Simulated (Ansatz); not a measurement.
Dissociation curve of SMILES [O]=[Re](=[O])(=[O])[OH] (HO₄Re). The Re1–O5 bond (Re1 also carries O, O, O; O5 carries H) is varied alone, starting from the PBE0/def2-TZVP, def2 effective core potentials past Kr optimised geometry.

Method: restricted PBE0/def2-TZVP, def2 effective core potentials past Kr in Ansatz (a first-principles code).

The batch members p0 to p7 hold the bond at 1.48, 1.61, 1.71, 1.77, 1.82, 1.88, 1.96, 2.07 Å.

Ansatz input:

Ansatz 0.2 input:
```yaml
# input.yaml
basis:
  gaussian: { orbitals: def2-tzvp }
hamiltonian:
  xc: pbe0
batch:
  members: [p0.yaml, p1.yaml, p2.yaml, p3.yaml, p4.yaml, p5.yaml, p6.yaml, p7.yaml]

# p4.yaml, one of the 8 members of this batch
crystal:
  periodic: [false, false, false]
  atoms:
    - { symbol: Re, position_ang: [0.0, 0.0, 0.0] }
    - { symbol: O, position_ang: [0.0, 1.58689375, -0.59249536] }
    - { symbol: O, position_ang: [1.37442882, -0.79259046, -0.59391771] }
    - { symbol: O, position_ang: [-1.37428893, -0.79249223, -0.59434406] }
    - { symbol: O, position_ang: [0.0, 0.0, 1.82] }
    - { symbol: H, position_ang: [-0.00197146, 0.00180923, 2.77264029] }
total_charge: 0
magnetization:
  spin_polarized: false
```

Lines of the output on each member:

```
Member 3: Total energy: -10332.85971547 eV, -379.7255906797 hartree
Member 2: Total energy: -10332.62627130 eV, -379.7170117645 hartree
Member 1: Total energy: -10331.67152982 eV, -379.6819256623 hartree
Member 0: Total energy: -10328.77361735 eV, -379.5754293433 hartree
Member 5: Total energy: -10332.85724977 eV, -379.7255000669 hartree
Member 4: Total energy: -10332.91564151 eV, -379.7276459237 hartree
Member 6: Total energy: -10332.62595630 eV, -379.7170001886 hartree
Member 7: Total energy: -10332.12819064 eV, -379.6987076380 hartree
```

The restricted form behind RKS-PBE0 keeps the bonding electrons paired and can't separate into open-shell fragments.
